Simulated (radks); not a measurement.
Charge is removed step by step from the 2p (averaged over the sub-levels emptied) level of N, starting from [He] 2s2 2p3. All-electron calculation, Dirac Kohn-Sham, PBE, spin-unpolarised, spherical densities, finite nucleus; open shells are shared between the two j in proportion to 2j + 1; Fermi nuclear charge, rms radius 2.5582 fm. Program: a radial shooting solver on a logarithmic mesh with Libxc functionals.

\begin{tabular}{lrrr}
removed (e) & E - E(0) (eV) & eigenvalue (eV) & E minus straight line (eV) \\ \hline
0 & 0.000 & -7.090 & 0.000 \\
0.25 & 2.149 & -10.147 & -1.248 \\
0.5 & 5.093 & -13.443 & -1.702 \\
0.75 & 8.889 & -16.961 & -1.304 \\
1 & 13.591 & -20.688 & 0.000 \\
\end{tabular}

Removing the whole electron costs 13.591 eV by Delta-SCF, against 7.090 eV from minus the eigenvalue at the starting occupation. Slater's transition state (half an electron removed) gives 13.443 eV. Integrating minus the eigenvalue over the occupation (Janak's theorem) gives 13.591 eV. The mean slope of the eigenvalue, de/dn, is 13.6 eV per electron. Ionisation energy of N in the NIST Atomic Spectra Database: 14.534 eV (measured).

Beside tabulated values, note that spin-unpolarised runs miss the spin-polarisation part of the exchange energy of open shells.
